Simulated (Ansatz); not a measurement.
Basis sets compared for WOCl4 (WCl₄O). Charge 0, multiplicity 1. Geometry B3LYP-D4/def2-SVP. Ansatz on 4 threads of Intel Xeon Platinum 8175M on a shared host; times are rough, and most runs start from earlier orbitals.

```
atom    x (Å)    y (Å)    z (Å)
  W1  -0.0595  -0.0218  -0.0660
  O2  -1.1533  -0.4216  -1.2777
 Cl3  -0.1185   2.2930  -0.0039
 Cl4   1.9573   0.1937  -1.1849
 Cl5   0.7250  -2.0712   0.6759
 Cl6  -1.3509   0.0279   1.8565
```

In the def2 sets W takes a core potential; there is no spin–orbit coupling.

Binding counts from free atoms (W quintet, O triplet, Cl doublet) in the same basis, without a counterpoise term.

```tsv
level	functions	energy (Eh)	HOMO (eV)	LUMO (eV)	binding per atom (eV)	wall time
PBE-D4/def2-SVP	118	-1981.9676	-7.62	-5.61	–	2.3 s
PBE-D4/def2-TZVP	219	-1982.7132	-7.66	-5.64	–	3.8 s
PBE0-D4/def2-SVP	118	-1982.0290	-9.03	-5.20	–	3.6 s
PBE0-D4/def2-TZVP	219	-1982.7734	-9.02	-5.13	–	8.5 s
ωB97X-V/def2-TZVP	219	-1983.1092	-11.37	-3.20	3.88	17 s
```

Q: Estimate the rows for PBE-D4/def2-TZVPD, PBE0-D4/def2-TZVPD, ωB97X-V/def2-TZVPD.

A: 
```json
{"level": "PBE-D4/def2-TZVPD", "functions": "267", "energy (Eh)": "-1982.7160", "HOMO (eV)": "-7.69", "LUMO (eV)": "-5.68", "binding per atom (eV)": "–", "wall time": "6 s"}
{"level": "PBE0-D4/def2-TZVPD", "functions": "267", "energy (Eh)": "-1982.7761", "HOMO (eV)": "-9.02", "LUMO (eV)": "-5.14", "binding per atom (eV)": "–", "wall time": "12 s"}
{"level": "ωB97X-V/def2-TZVPD", "functions": "267", "energy (Eh)": "-1983.1122", "HOMO (eV)": "-11.37", "LUMO (eV)": "-3.22", "binding per atom (eV)": "3.88", "wall time": "22 s"}
```
